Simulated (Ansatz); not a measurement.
Basis-set series for CH$_{6}$B$_{3}$I, SMILES `BBCBI`. The species carries charge 0 and has multiplicity 1. I takes the def2 core potential. The structure was optimised at the PBE0-D4/def2-TZVP level. It is one conformer, not always the lowest.

```json
{"functional": "PBE0-D4", "basis": "def2-SVP", "functions": "112", "energy (Eh)": "-413.70744", "HOMO (eV)": "-7.33", "LUMO (eV)": "-2.09"}
{"functional": "PBE0-D4", "basis": "def2-QZVPP", "functions": "490", "energy (Eh)": "-413.84851", "HOMO (eV)": "-7.42", "LUMO (eV)": "-2.15"}
{"functional": "ωB97M-V", "basis": "def2-SVP", "functions": "112", "energy (Eh)": "-413.75011", "HOMO (eV)": "-9.44", "LUMO (eV)": "-0.08"}
{"functional": "ωB97M-V", "basis": "def2-QZVPP", "functions": "490", "energy (Eh)": "-413.90109", "HOMO (eV)": "-9.56", "LUMO (eV)": "-0.22"}
```

(1) Give the rows for def2-TZVPP. (Estimate.)

Results:

(1) The calculation gave: 
```tsv
functional	basis	functions	energy (Eh)	HOMO (eV)	LUMO (eV)
PBE0-D4	def2-TZVPP	258	-413.84026	-7.41	-2.14
ωB97M-V	def2-TZVPP	258	-413.89340	-9.55	-0.20
```

Results of the Gaussian-basis code of Ansatz.
